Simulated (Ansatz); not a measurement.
Reaction (ligand exchange at the Si–O bond): `C[SiH](F)N[SiH2]O` + H–F → `C[SiH](F)N[SiH2]F` + H₂O

Gas-phase electronic energies from Ansatz, PBE0-D4/def2-TZVP geometries. CBS: MP2 limit from def2 TZ/QZ plus the TZ coupled-cluster correction, frozen cores. This one scheme is used for every species. DFT in def2-TZVPP. One conformer a species, not always the lowest.

```
             level  ΔE (kJ/mol)  difference from CCSD(T)/CBS
            PBE-D4        -42.0                          2.8
         r2SCAN-D4        -45.1                         -0.3
           PBE0-D4        -41.6                          3.2
           ωB97X-V        -45.1                         -0.3
            B2PLYP        -48.0                         -3.2
               PBE        -46.4                         -1.6
            r2SCAN        -46.3                         -1.5
              PBE0        -45.6                         -0.8
     HF/def2-TZVPP        -53.6                         -8.8
SCS-MP2/def2-TZVPP        -44.7                          0.1
   CCSD/def2-TZVPP        -44.9                         -0.1
CCSD(T)/def2-TZVPP        -43.4                          1.4
     HF/def2-QZVPP        -55.4                        -10.6
    MP2/def2-QZVPP        -43.0                          1.8
SCS-MP2/def2-QZVPP        -46.1                         -1.3
    CCSD/CBS(def2)        -46.4                         -1.6
       CCSD(T)/CBS        -44.8                            0
```

Largest T1 diagnostic among the species: 0.011.

The D4 term adds +7.1 kJ/mol with B3LYP and +4.0 kJ/mol with PBE0; it sums over pairs of atoms, weighted by their polarisabilities, and B3LYP, whose exchange is more repulsive, gets the larger term. In def2-TZVPP, CCSD(T) changes the Hartree–Fock value by +10.2 kJ/mol (the triples alone add +1.6 kJ/mol) and MP2 by +12.0 kJ/mol.

B3LYP here is the variant with VWN-RPA as its local correlation; programs differ in this.
